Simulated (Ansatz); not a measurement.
Consider the atomization: `[OH][Sn]([Cl])([Cl])[Br]` → Br• + 2 Cl• + H• + O• + Sn•.

Isolated molecules relaxed with PBE0-D4/def2-TZVP in Ansatz; ΔE leaves out vibrations. CBS: MP2 limit from def2 TZ/QZ plus the TZ coupled-cluster correction, frozen cores. This one scheme is used for every species, atoms too. DFT in def2-TZVPP. B3LYP here is the variant with VWN-RPA as its local correlation; programs differ in this. HSE06 is defined as in plane-wave codes. No spin–orbit coupling; open shells (•) take unrestricted orbitals. Spin–orbit coupling would lower the free atoms: a little for Cl, O; clearly for Br; strongly for Sn. Elements past krypton have def2 core potentials. Bonds to Br, Sn are less sure, by a few kJ/mol each and by 10 to 20 or more in all where they break to atoms, as the def2 sets lack core-valence functions. Scalar relativity is left out up to krypton. One conformer a species, not always the lowest.

```csv
level,ΔE (kJ/mol),difference from CCSD(T)/CBS
LDA (SPW92),2053.1,277.6
PBE-D4,1780.1,4.6
revPBE-D4,1710.8,-64.7
BLYP-D4,1706.2,-69.3
r2SCAN-D4,1755.1,-20.4
B97M-V,1774.0,-1.5
PBE0-D4,1726.8,-48.7
B3LYP-D4,1695.6,-79.9
r2SCANh-D4,1730.8,-44.7
HSE06-D4,1728.1,-47.4
CAM-B3LYP-D4,1704.2,-71.3
ωB97X-V,1749.9,-25.6
ωB97M-V,1734.1,-41.4
B2PLYP,1687.2,-88.3
PBE-QIDH,1720.6,-54.9
PBE,1757.0,-18.5
revPBE,1661.7,-113.8
BLYP,1658.9,-116.6
r2SCAN,1749.8,-25.7
PBE0,1706.7,-68.8
B3LYP,1657.7,-117.8
r2SCANh,1724.9,-50.6
r2SCAN0,1689.8,-85.7
HSE06,1708.7,-66.8
BHLYP,1593.3,-182.2
CAM-B3LYP,1682.8,-92.7
LC-ωPBE,1699.0,-76.5
MP2/def2-SVP,1626.0,-149.5
CCSD/def2-SVP,1519.2,-256.3
CCSD(T)/def2-SVP,1549.2,-226.3
HF/def2-TZVPP,1143.9,-631.6
MP2/def2-TZVPP,1753.5,-22.0
SCS-MP2/def2-TZVPP,1701.1,-74.4
CCSD/def2-TZVPP,1626.9,-148.6
CCSD(T)/def2-TZVPP,1678.2,-97.3
HF/def2-QZVPP,1152.3,-623.2
SCS-MP2/def2-QZVPP,1762.5,-13.0
HF/CBS(def2),1153.4,-622.1
MP2/CBS(def2),1850.8,75.3
CCSD/CBS(def2),1724.2,-51.3
CCSD(T)/CBS,1775.5,0
```

Largest T1 diagnostic among the species: 0.011.

Leaving LDA and LC-ωPBE aside and taking each functional with its dispersion term where it has one, the values, not all of them listed here, spread over 150.3 kJ/mol, from BHLYP-D4 to PBE-D4. LDA lies +296.0 kJ/mol from PBE without D4, its usual overbinding. From BLYP to BHLYP (50 % exact exchange), in def2-TZVPP and without D4, ΔE moves by −65.6 kJ/mol: exact exchange takes away binding that semilocal exchange gives to molecules.

For atomizations the MP2-based limit and the directly extrapolated one differ by several kJ/mol either way, and by 10 to 25 for some Ge, Se and Sn compounds, so smaller differences from it don't rank the levels.
